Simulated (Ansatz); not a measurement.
Ideal-gas functions of `F/C([SeH])=C\[TeH]` at 400 K and 1 bar, from an Ansatz frequency run at PBE0-D4/def2-TZVP.

Molar mass 252.6 g/mol, point group C1 (symmetry number 1), electronic degeneracy 1, moments of inertia 66.847, 1196.839, 1260.209 u Å². Harmonic wavenumbers (cm⁻¹, unscaled): 99, 131, 143, 178, 208, 339, 511, 586, 666, 787, 806, 834, 1055, 1247, 1679, 2179, 2412, 3239.

Use S(trans) = R[1.5 ln M + 2.5 ln T − 1.1517]; rotational temperatures θ = 24.2544 K / I; S(rot) = R[ln(√π/σ · √(T³/θAθBθC)) + 1.5]; for each mode x = 1.438777 ν̃/T, S = R[x/(eˣ − 1) − ln(1 − e⁻ˣ)] and H = RT x/(eˣ − 1); 1 cm⁻¹ = 0.0119627 kJ/mol; R = 8.31446 J/(mol·K).

**Question.** By hand: the entropy, in J/(mol·K).

**Answer.** Translation 184.0. Rotation: θ = 0.3628, 0.0203, 0.0192 K, giving 128.8. Vibration, mode by mode: 16.94, 14.65, 13.93, 12.16, 10.92, 7.16, 4.33, 3.50, 2.79, 1.98, 1.88, 1.73, 0.91, 0.52, 0.14, 0.03, 0.01, 0.00, in all 93.6. Electronic 0.0. Sum 406.4 J/(mol·K).

**Question.** By hand: H − E and G − E in kJ/mol, counted from the electronic energy.

**Answer.** Zero-point energy ½ × 17099 × 0.0119627 = 102.3; thermal vibration 19.3; translation, rotation and pV give 4 RT = 13.3. H − E = 134.9 kJ/mol, and G − E = 134.9 − 400 × 406.4/1000 = -27.7 kJ/mol.

Vibration gives 23 % of the entropy, 45.5 J/(mol·K) of it from the modes under 150 cm⁻¹: soft modes count most, and the harmonic formula is weakest for them. The sum counts one conformer and one mirror image; others add a mixing term.
